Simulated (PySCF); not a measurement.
# Excitation energy of Pd by level of theory

Pd [Kr] 4d10 (1S) → Pd [Kr] 4d9 5s1 (3D), as a difference of total energies. All numbers are calculated (PySCF 2.14, the spin-free X2C one-electron Hamiltonian (Gaussian nucleus), in x2c-QZVPPall with one added diffuse shell each of s, p, d, f, g type (14s9p8d5f3g, 143 functions)). Correlated levels: valence: [Kr] frozen; valence and next inner shell: [Ar] 3d10 frozen. The calculations carry no spin-orbit coupling.

| method | excitation energy (eV) |
| --- | --- |
| UHF | -0.081 |
| LDA | 1.106 |
| PBE | 0.964 |
| PBE0 | 0.852 |
| r2SCAN | 0.734 |
| MP2 (valence) | 1.324 |
| SCS-MP2 (valence) | 1.275 |
| MP2 (valence and next inner shell) | 1.387 |
| SCS-MP2 (valence and next inner shell) | 1.276 |

Task: How much does correlation contribute at MP2 (valence and next inner shell)?

Result: 1.387 − (-0.081) = 1.468 eV, measured against UHF.

A first-order spin-orbit estimate (lowest level to lowest level, LS coupling) adds -0.184 eV.
